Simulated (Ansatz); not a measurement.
Saddle point of CH₇GaO, closed shell (CH₅GaO ([CH3][O][GaH2]) + H₂ → CH₄O ([CH3][OH]) + GaH₃ (still joined by a long Ga–O bond); bonds formed: Ga1–H7, O2–H6; bonds broken: H6–H7; bonds weakened to dative contacts: Ga1–O2), PBE0-D4/def2-TZVP structure:

```csv
atom,x (Å),y (Å),z (Å)
Ga1,-0.9144,1.2049,-0.0456
O2,0.6851,0.1633,0.3861
C3,0.6029,-1.2419,0.4367
H4,-2.1243,0.2748,-0.3665
H5,-0.8585,2.6268,0.5794
H6,0.6531,0.6621,-0.8360
H7,0.1996,1.1952,-1.5218
H8,1.6090,-1.6614,0.5196
H9,0.0217,-1.5625,1.3079
H10,0.1258,-1.6612,-0.4598
```

Energies are electronic, without zero-point energy. Barriers and step energies count from the start structure reached by relaxing down the imaginary mode; all methods use the PBE0-D4 structures, on which another method's saddle can fall below an end. Computed with Ansatz 0.2.0 (basis: def2-TZVPP, with def2-QZVPP for the basis limit); correlated methods freeze the cores. Filled d shells of the heavier atoms are correlated. The def2 sets are not built for correlating such inner shells, so the correlated values are less sure here. B3LYP uses VWN-RPA correlation. Extrapolation: Hartree–Fock as exp(−7.88 √X), correlation as X^−2.97.

```tsv
method	barrier (kJ/mol)	step energy (kJ/mol)
SPW92	?	-30.9
PBE-D4	70.5	-11.7
BLYP-D4	87.0	-2.3
r2SCAN-D4	75.3	-16.3
B97M-V	?	-25.7
PBE0-D4	76.9	-21.8
B3LYP-D4	89.8	-12.3
r2SCAN0-D4	80.6	-23.5
BHLYP-D4	98.5	-22.4
CAM-B3LYP-D4	88.4	-19.4
wB97X-V	90.4	-19.4
wB97M-V	89.3	-21.0
B2PLYP	92.5	-12.0
PBE-QIDH	84.4	-22.3
RPA on PBE	?	-16.4
HF	130.5	-25.2
MP2	90.1	-12.1
CCSD	97.3	-21.5
CCSD(T)	91.6	-18.6
```

Fill in the withheld barriers. (To be estimated.)

Computed: B97M-V 82.0; SPW92 39.6; RPA on PBE 91.8 kJ/mol. Each is the energy of the saddle less that of the start structure, by the same method.

For comparison, the barrier by CCSD(T) at an estimated basis limit (MP2 extrapolated from triple and quadruple zeta, plus CCSD(T) − MP2 in triple zeta) is 92.7 kJ/mol.

No T1 diagnostic of these runs exceeds 0.015.

Labels in which every atom is bracketed show which atoms are joined, not bond orders.

For scale, one of the runs: CCSD(T)/def2-TZVPP, 208 basis functions, launched by `ansatz run in.yaml --threads 4 --pin off --events-out ev --progress --plain --max-ram 9574MiB`. The run took 65 s on 4 CPU threads of an Arm Neoverse V2 (shared host), with 2.8 GiB of host memory at its peak.
